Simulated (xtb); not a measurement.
HCu, singlet, from a rough starting geometry (GFN-xTB shapes and energies of metal compounds can be far from the true ones); GFN2-xTB (xtb).

Here is a job for xtb.
```
$ xtb mol.xyz --gfn 2 --opt vtight --json

# file mol.xyz
2

Cu     0.32643812     0.12584899    -0.55755329
H     -0.44536653    -0.10354856     0.58978335
```

The log (banner, timings and long lists left out):

```
   ID    Z sym.   atoms
    1   29 Cu     1
    2    1 H      2

           -------------------------------------------------
          |                Calculation Setup                |
           -------------------------------------------------

           -------------------------------------------------
          |                 G F N 2 - x T B                 |
           -------------------------------------------------

          ...................................................
          :                      SETUP                      :
          :.................................................:
          :  # basis functions                  11          :
          :  # atomic orbitals                  10          :
          :  # shells                            4          :
          :  # electrons                        12          :
          :  max. iterations                   250          :
          :  Hamiltonian                  GFN2-xTB          :
          :  restarted?                      false          :
          :  GBSA solvation                  false          :
          :  PC potential                    false          :
          :  electronic temp.          300.0000000     K    :
          :  accuracy                    1.0000000          :
          :  -> integral cutoff          0.2500000E+02      :
          :  -> integral neglect         0.1000000E-07      :
          :  -> SCF convergence          0.1000000E-05 Eh   :
          :  -> wf. convergence          0.1000000E-03 e    :
          :  Broyden damping             0.4000000          :
          :  net charge                          0          :
          :  unpaired electrons                  0          :
          ...................................................

 iter      E             dE          RMSdq      gap      omega  full diag
   1     -4.3966609 -0.439666E+01  0.713E+00    5.05       0.0  T
   2     -4.3988099 -0.214891E-02  0.502E+00    5.29       1.0  T
   3     -4.4002591 -0.144924E-02  0.118E+00    5.58       1.0  T
   4     -4.4003953 -0.136217E-03  0.333E-01    5.48       1.0  T
   5     -4.4004068 -0.114426E-04  0.189E-01    5.47       1.0  T
   6     -4.4004076 -0.841880E-06  0.684E-02    5.48       1.0  T
   7     -4.4004077 -0.879730E-07  0.347E-02    5.48       2.0  T
   8     -4.4004077 -0.338657E-07  0.371E-04    5.49     190.5  T
   9     -4.4004077 -0.311129E-11  0.149E-04    5.49     473.1  T

   *** convergence criteria satisfied after 9 iterations ***

         :::::::::::::::::::::::::::::::::::::::::::::::::::::
         ::                     SUMMARY                     ::
         :::::::::::::::::::::::::::::::::::::::::::::::::::::
         :: total energy              -4.393602215974 Eh    ::
         :: gradient norm              0.007084445314 Eh/a0 ::
         :: HOMO-LUMO gap              5.485047059303 eV    ::
         ::.................................................::
         :: SCC energy                -4.400407719332 Eh    ::
         :: -> isotropic ES            0.002674245275 Eh    ::
         :: -> anisotropic ES          0.004061073475 Eh    ::
         :: -> anisotropic XC         -0.009860517561 Eh    ::
         :: -> dispersion             -0.000333370132 Eh    ::
         :: repulsion energy           0.006805503358 Eh    ::
         :: add. restraining           0.000000000000 Eh    ::
         :: total charge              -0.000000000000 e     ::
         :::::::::::::::::::::::::::::::::::::::::::::::::::::

      -----------------------------------------------------------
     |                   =====================                   |
     |                        A N C O P T                        |
     |                   =====================                   |
     |               Approximate Normal Coordinate               |
     |                Rational Function Optimizer                |
[...]
 * total energy  :    -4.3936022 Eh     change       -0.5293543E-12 Eh
 * total energy  :    -4.3936665 Eh     change       -0.6424068E-04 Eh
 * total energy  :    -4.3937065 Eh     change       -0.4003741E-04 Eh
 * total energy  :    -4.3937066 Eh     change       -0.1230031E-06 Eh
 * total energy  :    -4.3937066 Eh     change       -0.2961717E-07 Eh
   *** GEOMETRY OPTIMIZATION CONVERGED AFTER 5 ITERATIONS ***
[...]
         ::                     SUMMARY                     ::
         :::::::::::::::::::::::::::::::::::::::::::::::::::::
         :: total energy              -4.393706646682 Eh    ::
         :: gradient norm              0.000000279803 Eh/a0 ::
         :: HOMO-LUMO gap              5.469051472528 eV    ::
         ::.................................................::
         :: SCC energy                -4.399441118212 Eh    ::
         :: -> isotropic ES            0.002685003721 Eh    ::
         :: -> anisotropic ES          0.004201300174 Eh    ::
         :: -> anisotropic XC         -0.010447367631 Eh    ::
         :: -> dispersion             -0.000333510933 Eh    ::
         :: repulsion energy           0.005734471530 Eh    ::
         :: add. restraining           0.000000000000 Eh    ::
         :: total charge              -0.000000000000 e     ::
         :::::::::::::::::::::::::::::::::::::::::::::::::::::

           -------------------------------------------------
          |                Property Printout                |
           -------------------------------------------------

    * Orbital Energies and Occupations

         #    Occupation            Energy/Eh            Energy/eV
      -------------------------------------------------------------
         1        2.0000           -0.4477281             -12.1833
         2        2.0000           -0.3630924              -9.8802
         3        2.0000           -0.3630924              -9.8802
         4        2.0000           -0.3542363              -9.6393
         5        2.0000           -0.3542363              -9.6393
         6        2.0000           -0.3537223              -9.6253 (HOMO)
         7                         -0.1527384              -4.1562 (LUMO)
         8                         -0.0619585              -1.6860
         9                         -0.0619585              -1.6860
        10                          0.6294237              17.1275
      -------------------------------------------------------------
                  HL-Gap            0.2009839 Eh            5.4691 eV
             Fermi-level           -0.2532303 Eh           -6.8907 eV

     #   Z          covCN         q      C6AA      α(0)
     1  29 Cu       0.920     0.175   147.473    27.714
     2   1 H        0.920    -0.175     9.079     4.712

 Mol. C6AA /au·bohr⁶  :        226.339429
 Mol. C8AA /au·bohr⁸  :      14388.644704
 Mol. α(0) /au        :         32.426133

Wiberg/Mayer (AO) data.
largest (>0.10) Wiberg bond orders for each atom

 ---------------------------------------------------------------------------
     #   Z sym  total        # sym  WBO       # sym  WBO       # sym  WBO
 ---------------------------------------------------------------------------
     1  29 Cu   0.969 --     2 H    0.969
     2   1 H    0.969 --     1 Cu   0.969
 ---------------------------------------------------------------------------

Topologies differ in total number of bonds
Writing topology from bond orders to xtbtopo.mol

molecular dipole:
                 x           y           z       tot (Debye)
 q only:        0.259       0.077      -0.385
   full:        0.769       0.228      -1.143       3.549
molecular quadrupole (traceless):
                xx          xy          yy          xz          yz          zz
 q only:       -0.048      -0.005       0.044       0.077      -0.009       0.004
  q+dip:       -0.302       0.461      -1.486      -2.149      -0.732       1.788
   full:       -0.261       0.340      -1.076      -1.546      -0.553       1.337

optimized geometry written to: xtbopt.xyz

           -------------------------------------------------
          | TOTAL ENERGY               -4.393706646682 Eh   |
          | GRADIENT NORM               0.000000279803 Eh/α |
          | HOMO-LUMO GAP               5.469051472528 eV   |
           -------------------------------------------------

normal termination of xtb
```
